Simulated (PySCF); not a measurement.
B(CCH)(H)(Me), C3H5B, SMILES C#CBC, singlet at its CAM-B3LYP/def2-SVP optimised geometry (Å):

```
9

B      0.3224     0.6725     0.0000
C     -0.3791    -0.6769    -0.0278
C     -0.9420    -1.7529    -0.0485
H     -1.4369    -2.7072    -0.0667
H      1.5315     0.6725     0.0000
C     -0.4413     2.0339     0.0000
H     -0.2166     2.5369    -0.9595
H     -0.0340     2.7072     0.7725
H     -1.5315     1.9631     0.1075
```

Computed with CAM-B3LYP/def2-TZVP (PySCF).

Map of the log10 of the electron density (e/bohr³), floored at −4 on the plane z = 0.6 Å:

```
|                             |
|                             |
|           ..::..            |
|         ..:--=-:.           |
|        .:-=++++=-.          |
|       .:-=+*###+=:          |
|      .:=+**%@@%*=:.         |
|      :-+*#%%@@%*+-.         |
|      :=*#%%@@@%*+--:.       |
|      :=*#%%%@%#*++=-:.      |
|      :-+*##%%%%#**+=-:      |
|      .:=++*#%%%###*+=:.     |
|       .--=+*####%%#*=:.     |
|       .:-=+##%####*+=:.     |
|       :-=+*#%%##***+-:      |
|      .:=+*#%%%#*++=-:.      |
|      .-=+#%%@%#*+=-:.       |
|      :-+*#%@@%#+=-:.        |
|     .:=+*%%@%#*+=:.         |
|     .:=+#%%%%#*=-:          |
|      :=+#%%%#*+=:.          |
|      :=+*###*+=-:           |
|      .-+*##*+=-:.           |
|      .:=++++=-:.            |
|       .:-==-::.             |
|        .:::..               |
|                             |
|                             |
|                             |
```
Scale: ten equal steps from -4.00 (start of ' ') to -0.590 (end of '@'), in the order ' .:-=+*#%@'; x runs from -5.00 to 5.00, y from -5.00 (bottom) to 5.00 (top).
